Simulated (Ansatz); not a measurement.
BClH₅NOSi (`NB(Cl)O[SiH3]`). Charge 0, multiplicity 1.

```xyz
10

N    -0.329    1.122   -1.256
B    -0.398    1.137    0.140
Cl   -0.946    2.628    0.941
O    -0.072    0.083    0.930
Si    0.467   -1.456    0.749
H    -0.030    0.319   -1.781
H    -0.578    1.920   -1.810
H    -0.520   -2.382    1.352
H     1.776   -1.588    1.431
H     0.631   -1.784   -0.695
```

(1) Give the diagnostics of a CCSD(T)/def2-TZVPP run (frozen core, the Gaussian-basis code of Ansatz). (Estimate.)

Results:

(1) The calculation gave: T1 = 0.0111, largest single amplitude 0.021, largest double 0.025, (T) share of the correlation energy 3.7 %, 9 CCSD cycles. The RHF solution is stable towards an unrestricted one. T1 lies under the customary mark of 0.02 for closed shells.
